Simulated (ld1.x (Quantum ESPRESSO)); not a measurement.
**technetium: excitation energies, all-electron against RRKJ**

```
Element                 : technetium
Generator               : ld1.x (Quantum ESPRESSO) 7.5
Type                    : norm-conserving RRKJ (Kleinman–Bylander form)
Functional              : PBE
Relativity              : scalar-relativistic
Frozen core             : [Kr]
Valence charge          : 7
Reference configuration : 4d5 5s2 5p0
Partial waves           : 5s (bound): rc 2.60 bohr; 4d (bound): rc 2.30 bohr; 5p (bound, empty): rc 3.60 bohr
Local potential         : the p channel
Core correction         : a·sin(br)/r model core, default radius (core density twice the valence density)
rho0                    : 0.005
```

Energies are relative to the spin-unpolarised reference configuration 4d5 5s2 5p0; without spin polarisation the order of configurations can differ from experiment.

```csv
valence configuration,charge,ΔE all-electron (eV),error AE − PS (meV)
4d5 5s0 5p0,+2,23.004,-54
4d4 5s0 5p0,+3,51.710,-309
4d5 5s1 5p1,0,3.754,-2.3
4d5.5 5s1.5 5p0,0,-0.634,-31
4d5 5s0 5p1,+1,12.735,-14
4d6 5s1 5p0,0,-0.939,-118
```

(1) What are ΔE and the potential's error for 4d5 5s1 5p0?

Answers

(1) ΔE = 8.153 eV all-electron; the error (AE − PS) is -6.4 meV.
